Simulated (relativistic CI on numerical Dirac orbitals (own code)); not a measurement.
Gd28+: computed level list

Computed by Dirac-Coulomb-Breit CI, KLI orbitals optimised for each configuration, a model potential for QED, unscaled Slater integrals (own radial code, finite nucleus).

Configuration list (outside the closed core [Ar] 3d10): 4s2.4p6, 4s2.4p5.4d, 4s.4p6.4d, 4s2.4p5.4f, 4s.4p6.4f, 4s2.4p5.5s, 4p6.4d.4f, 4s2.4p5.5p, 4p6.4d2, 4p5.4d3, 4p5.4d2.4f, 4p5.4d2.5s, 4p5.4d2.5p, 4p6.4f2, 4p5.4d.4f2, 4p5.4f3, 4p5.4f2.5s, 4p5.4f2.5p. Double excitations out of closed p, d and f shells are left out; levels of such configurations are missing from the list, as are those of other unlisted configurations, and high levels can miss mixing partners.

| No. | Configuration | Term | J | E (Ry) | % | Lifetime (s) | jj configuration (%) |
| --- | --- | --- | --- | --- | --- | --- | --- |
| 1 | 4s2.4p6 | 1S | 0 | 0.0000 | 100 |  | closed (100) |
| 2 | 4s2.4p5.4d | 3P° | 0 | 8.3606 | 100 |  | 4p3/2^3 4d3/2 (100) |
| 3 | 4s2.4p5.4d | 3P° | 1 | 8.5812 | 81 | 7.05e-09 | 4p3/2^3 4d3/2 (88) |
| 4 | 4s2.4p5.4d | 3F° | 3 | 8.8030 | 61 | 8.94e-02 | 4p3/2^3 4d3/2 (99) |
| 5 | 4s2.4p5.4d | 3D° | 2 | 8.8796 | 52 | 1.93e-03 | 4p3/2^3 4d3/2 (95) |
| 6 | 4s2.4p5.4d | 3F° | 4 | 9.2065 | 100 | 9.29e-04 | 4p3/2^3 4d5/2 (100) |
| 7 | 4s2.4p5.4d | 1D° | 2 | 9.3582 | 48 | 1.12e-04 | 4p3/2^3 4d5/2 (94) |
| 8 | 4s2.4p5.4d | 3D° | 3 | 9.6983 | 67 | 1.32e-04 | 4p3/2^3 4d5/2 (99) |
| 9 | 4s2.4p5.4d | 3D° | 1 | 10.4700 | 62 | 3.92e-12 | 4p3/2^3 4d5/2 (69) |
| 10 | 4s2.4p5.4d | 3F° | 2 | 11.7284 | 68 | 1.64e-06 | 4p1/2 4p3/2^4 4d3/2 (99) |
| 11 | 4s2.4p5.4d | 3D° | 2 | 12.4031 | 42 | 1.68e-06 | 4p1/2 4p3/2^4 4d5/2 (99) |
| 12 | 4s2.4p5.4d | 1F° | 3 | 12.5400 | 38 | 1.39e-06 | 4p1/2 4p3/2^4 4d5/2 (99) |
| 13 | 4s2.4p5.4d | 1P° | 1 | 13.3273 | 77 | 5.77e-13 | 4p1/2 4p3/2^4 4d3/2 (80) |
| 14 | 4s.4p6.4d | 3D | 1 | 17.6649 | 86 | 4.99e-12 | 4s 4d3/2 (86) |
| 15 | 4s.4p6.4d | 3D | 2 | 17.8721 | 83 | 4.04e-12 | 4s 4d3/2 (72) |
| 16 | 4s.4p6.4d | 3D | 3 | 18.3590 | 88 | 3.83e-12 | 4s 4d5/2 (88) |
| 17 | 4s.4p6.4d | 1D | 2 | 19.1316 | 94 | 2.69e-12 | 4s 4d5/2 (74) |
| 18 | 4s2.4p5.4f | 3G | 5 | 20.1660 | 100 | 3.09e-12 | 4p3/2^3 4f7/2 (100) |
| 19 | 4s2.4p5.4f | 3G | 4 | 20.1824 | 61 | 2.76e-12 | 4p3/2^3 4f5/2 (99) |
| 20 | 4s2.4p5.4f | 3D | 1 | 20.2505 | 86 | 1.25e-12 | 4p3/2^3 4f5/2 (86) |
| 21 | 4s2.4p5.4f | 3D | 2 | 20.3745 | 62 | 1.44e-12 | 4p3/2^3 4f5/2 (71) |
| 22 | 4s2.4p5.4f | 3F | 3 | 20.3876 | 41 | 2.50e-12 | 4p3/2^3 4f5/2 (98) |
| 23 | 4s2.4p5.4f | 3D | 3 | 20.5415 | 41 | 1.79e-12 | 4p3/2^3 4f7/2 (90) |
| 24 | 4s2.4p5.4f | 3F | 4 | 20.5779 | 66 | 2.88e-12 | 4p3/2^3 4f7/2 (99) |
| 25 | 4s2.4p5.4f | 1D | 2 | 20.8407 | 57 | 2.83e-12 | 4p3/2^3 4f7/2 (77) |
| 26 | 4s2.4p5.4f | 3G | 3 | 23.1982 | 68 | 2.69e-12 | 4p1/2 4p3/2^4 4f5/2 (99) |
| 27 | 4s2.4p5.4f | 3D | 3 | 23.4207 | 47 | 2.28e-12 | 4p1/2 4p3/2^4 4f7/2 (97) |
| 28 | 4s2.4p5.4f | 3G | 4 | 23.4271 | 36 | 3.03e-12 | 4p1/2 4p3/2^4 4f7/2 (100) |
| 29 | 4s2.4p5.4f | 1D | 2 | 23.6204 | 42 | 2.66e-12 | 4p1/2 4p3/2^4 4f5/2 (98) |
| 30 | 4s.4p6.4f | 3F° | 2 | 29.5075 | 100 | 1.34e-12 | 4s 4f5/2 (100) |
| 31 | 4s.4p6.4f | 3F° | 3 | 29.5467 | 97 | 1.33e-12 | 4s 4f5/2 (74) |
| 32 | 4s.4p6.4f | 3F° | 4 | 29.6256 | 100 | 1.36e-12 | 4s 4f7/2 (100) |
| 33 | 4s.4p6.4f | 1F° | 3 | 29.9121 | 97 | 1.31e-12 | 4s 4f7/2 (74) |
| 34 | 4s2.4p5.5s | 3P° | 2 | 31.0063 | 100 | 1.69e-09 | 4p3/2^3 5s (100) |
| 35 | 4s2.4p5.5s | 1P° | 1 | 31.1143 | 64 | 8.03e-13 | 4p3/2^3 5s (100) |
| 36 | 4s2.4p5.5p | 3P | 1 | 33.5225 | 45 | 9.52e-13 | 4p3/2^3 5p1/2 (98) |
| 37 | 4s2.4p5.5p | 3D | 2 | 33.5869 | 52 | 9.58e-13 | 4p3/2^3 5p1/2 (100) |
| 38 | 4s2.4p5.5s | 3P° | 0 | 34.0734 | 100 | 1.59e-09 | 4p1/2 4p3/2^4 5s (100) |
| 39 | 4s2.4p5.5s | 3P° | 1 | 34.1300 | 64 | 1.78e-12 | 4p1/2 4p3/2^4 5s (100) |
| 40 | 4s2.4p5.5p | 3D | 3 | 34.7575 | 100 | 1.10e-12 | 4p3/2^3 5p3/2 (100) |
| 41 | 4s2.4p5.5p | 1P | 1 | 34.7651 | 55 | 1.14e-12 | 4p3/2^3 5p3/2 (98) |
| 42 | 4s2.4p5.5p | 3P | 2 | 34.9324 | 67 | 1.09e-12 | 4p3/2^3 5p3/2 (100) |
| 43 | 4s2.4p5.5p | 3P | 0 | 35.3121 | 50 | 1.18e-12 | 4p3/2^3 5p3/2 (97) |
| 44 | 4p6.4d2 | 3F | 2 | 36.3495 | 82 |  | 4d3/2^2 (96) |
| 45 | 4s2.4p5.5p | 3D | 1 | 36.6220 | 71 | 9.70e-13 | 4p1/2 4p3/2^4 5p1/2 (100) |
| 46 | 4p6.4d2 | 3P | 0 | 36.8320 | 83 |  | 4d3/2^2 (92) |
| 47 | 4p6.4d2 | 3F | 3 | 36.8982 | 99 |  | 4d3/2 4d5/2 (99) |
| 48 | 4s2.4p5.5p | 1S | 0 | 37.0508 | 50 | 1.05e-12 | 4p1/2 4p3/2^4 5p1/2 (97) |
| 49 | 4p6.4d2 | 3P | 2 | 37.1638 | 49 |  | 4d3/2 4d5/2 (96) |
| 50 | 4p6.4d2 | 3F | 4 | 37.1776 | 56 |  | 4d3/2 4d5/2 (85) |
| 51 | 4p6.4d2 | 3P | 1 | 37.2295 | 99 |  | 4d3/2 4d5/2 (99) |
| 52 | 4p6.4d2 | 1G | 4 | 37.6852 | 56 |  | 4d5/2^2 (85) |
| 53 | 4p6.4d2 | 3P | 2 | 37.8378 | 48 |  | 4d5/2^2 (98) |
| 54 | 4s2.4p5.5p | 3P | 1 | 37.8726 | 54 | 1.09e-12 | 4p1/2 4p3/2^4 5p3/2 (100) |
| 55 | 4s2.4p5.5p | 3D | 2 | 37.9000 | 48 | 1.09e-12 | 4p1/2 4p3/2^4 5p3/2 (100) |
| 56 | 4p6.4d2 | 1S | 0 | 38.4998 | 83 |  | 4d5/2^2 (92) |
| 57 | 4p5.4d3(4F) | 5F° | 2 | 44.6187 | 31 |  | 4p3/2^3 4d3/2^3 (82) |
| 58 | 4p5.4d3(4F) | 5D° | 1 | 44.6647 | 43 |  | 4p3/2^3 4d3/2^3 (76) |
| 59 | 4p5.4d3(4F) | 5D° | 0 | 44.7753 | 81 |  | 4p3/2^3 4d3/2^3 (69) |
| 60 | 4p5.4d3(4F) | 5F° | 3 | 44.8764 | 40 |  | 4p3/2^3 4d3/2^2 4d5/2 (51) |
| 61 | 4p5.4d3(4P) | 5D° | 3 | 45.0651 | 34 |  | 4p3/2^3 4d3/2^3 (46) |
| 62 | 4p5.4d3(4P) | 5S° | 2 | 45.0749 | 48 |  | 4p3/2^3 4d3/2^2 4d5/2 (81) |
| 63 | 4p5.4d3(4F) | 5F° | 4 | 45.1155 | 43 |  | 4p3/2^3 4d3/2^2 4d5/2 (77) |
| 64 | 4p5.4d3(2G) | 3F° | 2 | 45.2213 | 41 |  | 4p3/2^3 4d3/2^2 4d5/2 (88) |
| 65 | 4p5.4d3(4F) | 5D° | 1 | 45.2714 | 39 |  | 4p3/2^3 4d3/2^2 4d5/2 (87) |
| 66 | 4p5.4d3(4F) | 5G° | 5 | 45.3155 | 38 |  | 4p3/2^3 4d3/2^2 4d5/2 (71) |
| 67 | 4p5.4d3(4P) | 5D° | 4 | 45.3533 | 35 |  | 4p3/2^3 4d3/2^2 4d5/2 (79) |
| 68 | 4p5.4d3(2H) | 3G° | 3 | 45.3624 | 43 |  | 4p3/2^3 4d3/2^2 4d5/2 (87) |
| 69 | 4p5.4d3(2G) | 3H° | 6 | 45.4595 | 42 |  | 4p3/2^3 4d3/2^2 4d5/2 (82) |
| 70 | 4p5.4d3(4P) | 3P° | 0 | 45.4945 | 56 |  | 4p3/2^3 4d3/2^2 4d5/2 (66) |

Energies count from the lowest computed level; ° marks odd parity; lifetimes are radiative, by E1, M1, E2, M2, E3 decay to levels of this space only; some are left blank where a channel outside the calculation adds to the decay or the decay crosses a small, uncertain gap. Percentages are summed over parent terms; the parents shown are those of the largest component, closed shells are left out there. Filled j subshells are mostly left out of the jj labels.

The mean weight of the leading LS term, summed over parents, in these 70 levels is 65 %, and that of the leading jj configuration (from the same eigenvectors) 90 %, so jj coupling describes them better and the LS labels are nominal.

At this charge energies of transitions that change n are usually good to better than 1 %, and those within a shell (Δn = 0) to a few per cent.

LS names give the leading component of a level, which can be under half, so a name can repeat, a term be missing and a line seem to break the LS rules.
